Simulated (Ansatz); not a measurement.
The cluster Hg₂S₃, relaxed as a singlet with RKS r2SCAN-D4/def2-SVP in Ansatz, starting from the GFN1-xTB geometry. Force threshold 0.02 eV/Å.

In the def2 sets Hg takes a core potential; there is no spin–orbit coupling. The structure comes from a short search, and lower isomers may exist.

Start:

Cartesian coordinates in Å:
```
Hg -1.537 0.390 0.537
Hg 1.044 -1.305 -0.007
S -1.055 -1.963 1.114
S -0.159 1.886 -0.917
S 1.707 0.991 -0.728
```

(1) Estimate the energy that the relaxation releases and the steps that it takes.

(2) Does the start keep its bonding and symmetry?

(3) Predict the relaxed structure.

Answers

(1) 0.09 eV, in 7 steps; 18 s on 4 threads of Arm Neoverse V1 on a shared host. No frequencies were taken in this run, so the end may be a saddle point.

(2) By distances, no bond broke or formed. The bond that changes most is Hg2–S3, from 2.47 to 2.46 Å (atoms count from 1). Point group C2 at the start, C2 at the end, both within 0.05 Å.

(3) 
```tsv
atom	x (Å)	y (Å)	z (Å)
Hg1	-1.4317	0.3803	0.5745
Hg2	0.9543	-1.2676	-0.0674
S3	-1.0698	-1.9912	1.1344
S4	-0.1660	1.8371	-1.0085
S5	1.7132	1.0414	-0.6329
```
Bond lengths (bridged metal pairs left out): 4 × Hg–S 2.46 to 2.50 Å; 1 × S–S 2.07 Å.
